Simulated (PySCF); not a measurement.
## Telling isomers of C7H11NO apart by NMR

PySCF calculation with NMR shieldings at PBE0/pcSseg-1/GIAO and geometry from GFN2-xTB; no relativistic terms, single conformer, averaged over atoms made equivalent by symmetry, fast rotation or ring inversion, no solvent model.

Scale: 1H (σref 31.72) and 13C (σref 186.93) vs TMS (reference shieldings calculated alike). Where no couplings were computed, multiplicities follow the n + 1 count of equivalent neighbours, and m marks all less simple cases (inequivalent or close neighbours, rings, F or P nearby). Acid and N–H amide carbonyl carbons lie up to 10 ppm further downfield in solution (hydrogen bonding). Shifts are as computed. Against solution values, carbons near 30 ppm lie about +3 ppm off and those near 130 ppm about +5 ppm. Of 1211 compounds with measured shifts, 218 miss one by over three times the rms of a fit or turn the order of signals round; such compounds aren't used in these exercises. OH and NH positions are gas-phase values without hydrogen bonding to other molecules.

(1) Tabulate the signals of `C=C(/C=C/C)NC(C)=O`, `COCc1cccn1C` and their relative energies.

(2) What is the quickest way to tell C=C(/C=C/C)NC(C)=O from COCc1cccn1C?

## Answers

(1) 
```tsv
SMILES	carbon types	δC	δH	E rel. (kcal/mol)
C=C(/C=C/C)NC(C)=O	2×C 2×CH 1×CH2 2×CH3	168.8, 142.7, 137.9, 125.6, 109.3, 26.4, 22.4	6.87 (br s, 1H), 6.24 (br, 1H), 6.08 (d, 1H), 5.54 (m, 1H), 4.89 (br s, 1H), 2.02 (s, 3H), 1.98 (d, 3H)	0.0
COCc1cccn1C	1×C 3×CH 1×CH2 2×CH3	130.5, 126.4, 118.1, 112.1, 70.2, 57.2, 34.1	6.59 (m, 1H), 6.31 (m, 1H), 6.22 (m, 1H), 4.65 (s, 2H), 3.86 (s, 3H), 3.25 (s, 3H)	6.7
```

Energies are electronic energies at PBE0/pcSseg-1 on these geometries, without zero-point or thermal terms, each for the one conformer computed, which needn't be the lowest.

(2) Both give the same number of carbon signals, but DEPT or the intensities differ. The first has a β carbon of an enol-ether or enamine type C=C (CH2) at 109.3 ppm, the second an sp3 CH2 bonded to O, on an aromatic ring at 70.2 ppm. Their most deshielded carbons lie at 168.8 and 130.5 ppm.
